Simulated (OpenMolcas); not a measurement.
Computed transition rates of Si

```yaml
Program: OpenMolcas 26.06
Method: "SS-CASPT2, IPEA 0.25 Eh, imaginary shift 0.1 Eh (closed shells correlated: 2s 2p 3s)"
Basis: ANO-R3 [6s5p4d2f1g]
Scalar_Hamiltonian: X2C, finite nucleus
Active_space: 2 electrons in 3 orbitals (3p)
State_averaging: 2S+1 = 3 even, 3 roots; 2S+1 = 1 even, 6 roots
Spin-orbit_coupling: RASSI with atomic mean-field integrals over the reference wave functions, term energies averaged over their components
```

Rates come from the transition moments of the reference wave functions (E1 and E2 in the length form). At fixed line strength A goes as λ^-3 for E1 and M1 and as λ^-5 for E2, so a rate at the computed wavelength can be rescaled to the measured one. Measured vacuum wavelengths follow from level energies in NIST Handbook of Basic Atomic Spectroscopic Data. Branching counts decays inside the model space alone, at computed energies, and the table is only a selection of the E2 and M1 lines, drawn from those between levels with measured partners whose computed energy lies within a factor of 1.5 of the measured one.

| Upper | Lower | Type | λ computed (nm) | λ measured (nm) | A computed (s-1) | A rescaled (s-1) | Branching % |
| --- | --- | --- | --- | --- | --- | --- | --- |
| 3s² 3p² ³P₂ | 3s² 3p² ³P₁ | M1 | 78190 | 68470 | 2.83e-05 | 4.21e-05 | 100.0 |
| 3s² 3p² ¹D₂ | 3s² 3p² ³P₂ | M1 | 1646 | 1646 | 1.98e-03 |  | 73.1 |
| 3s² 3p² ¹D₂ | 3s² 3p² ³P₂ | E2 | 1646 | 1646 | 2.17e-05 |  | 0.8 |
| 3s² 3p² ¹D₂ | 3s² 3p² ³P₁ | M1 | 1612 | 1607 | 7.03e-04 |  | 25.9 |
| 3s² 3p² ¹S₀ | 3s² 3p² ¹D₂ | E2 | 1089 | 1099 | 1.04e+00 | 9.94e-01 | 97.4 |
| 3s² 3p² ¹S₀ | 3s² 3p² ³P₁ | M1 | 650 | 652.9 | 2.65e-02 |  | 2.5 |

Spin-changing lines and M1 lines between different terms are not rescaled, since their strength hangs on the term gaps too.

The largest correction is for 3s² 3p² ³P₂ → 3s² 3p² ³P₁ (M1): 2.83e-05 × (78190 / 68470)^3 = 4.21e-05 s-1, a factor of 1.49.

No measured rate stands beside these. Rescaling mends the energy factor alone: line strengths can still be far off where a level mixes with configurations outside the active space, and weak or spin-changing lines hang on small mixing coefficients that depend on the term gaps too, so rescaling need not improve them.

Term energies are means over components that CASPT2 splits; among the terms shown or strongly mixed into the levels shown the widest spread is 100 cm-1 (3s² 3p² ¹D). With the s shell closed, the reference lacks s² → p² mixing. Computed and measured levels are paired by configuration, term and J; levels that our copy of the source lacks, or whose pairing is in doubt (as where it misses far off the trend of its configuration), stay unpaired. Only configurations of the active space appear.
